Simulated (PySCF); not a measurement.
TiOF2, SMILES [F][Ti](=[O])[F], multiplicity 1.

Geometry optimised at B3LYP-D3(BJ)/def2-SVP. The multiplicity is an assumed one; other spin states were not compared.

Two levels are set side by side: PBE/def2-TZVPD (PySCF) and M06-2X/def2-TZVPD (PySCF). Same geometry, gas phase. Differences are taken from unrounded values.

```json
[
 {"quantity": "orbital gap (eV)", "M06-2X": "8.76"},
 {"quantity": "highest occupied level (eV)", "M06-2X": "-11.56"},
 {"quantity": "lowest empty level (eV)", "M06-2X": "-2.80"},
 {"quantity": "dipole moment (D)", "M06-2X": "2.35"},
 {"quantity": "mean polarisability (bohr³)", "M06-2X": "30.3"}
]
```

Q: What does PBE give, and how far is it from M06-2X? (Estimate from the structure and the level; the computed values follow.)

A: 
```json
[
 {"quantity": "orbital gap (eV)", "PBE": "3.62", "PBE minus M06-2X": "-5.14"},
 {"quantity": "highest occupied level (eV)", "PBE": "-8.07", "PBE minus M06-2X": "3.49"},
 {"quantity": "lowest empty level (eV)", "PBE": "-4.44", "PBE minus M06-2X": "-1.64"},
 {"quantity": "dipole moment (D)", "PBE": "2.17", "PBE minus M06-2X": "-0.18"},
 {"quantity": "mean polarisability (bohr³)", "PBE": "33.7", "PBE minus M06-2X": "3.4"}
]
```

PBE's occupied levels lie high since its potential decays too fast outside the molecule; exact exchange lowers them and widens the gap. PBE's more diffuse valence density responds more strongly to a field. Differences between two approximate levels are no errors against the true value.

Rough cost on one machine, each run with all the roots and properties that it gave: M06-2X against PBE about 4 times.
